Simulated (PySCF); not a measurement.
A GIAO shielding run with PySCF 2.14 (density fitting, non-relativistic, gas phase) on SMILES C=CCC[SiH2][C@@H](F)Cl, C$_{5}$H$_{10}$ClFSi:

```
$ OMP_NUM_THREADS=1 python probes_run.py task.json out

{"job": {"kind": "nmr", "xc": "PBE0", "basis": "pcSseg-1"}, "charge": 0, "multiplicity": 1}
C     -2.139440    -1.190694    -0.554588
C     -1.914445     0.106099    -0.459109
C     -0.838458     0.831273    -1.200661
C      0.189000     1.442453    -0.235979
Si     1.139892     0.162296     0.794817
C      2.083242    -1.026784    -0.409595
F      1.224145    -1.834251    -1.098044
Cl     3.009444    -0.067084    -1.597758
H     -1.548075    -1.817845    -1.200412
H     -2.921587    -1.678933     0.001812
H     -2.515543     0.722000     0.198798
H     -1.289643     1.636475    -1.789136
H     -0.342901     0.148226    -1.890817
H      0.898041     2.040800    -0.812561
H     -0.323922     2.130851     0.438560
H      0.284460    -0.703468     1.605936
H      2.194190     0.795469     1.590243
H      2.802840    -1.690565     0.077319
```

Hardware: 1 thread of an Arm Neoverse V2, shared host. The job also computes population analyses, field gradients.

Problem. How large is the calculation?

Solution. 80 electrons, 200 basis functions and 1082 auxiliary functions.

Problem. How long does it take, and how much memory does it need?

Solution. 42 s of wall time, with 13 SCF cycles and 5 response iterations; peak memory 0.9 GiB. Times on a shared host scatter by some tens of per cent.
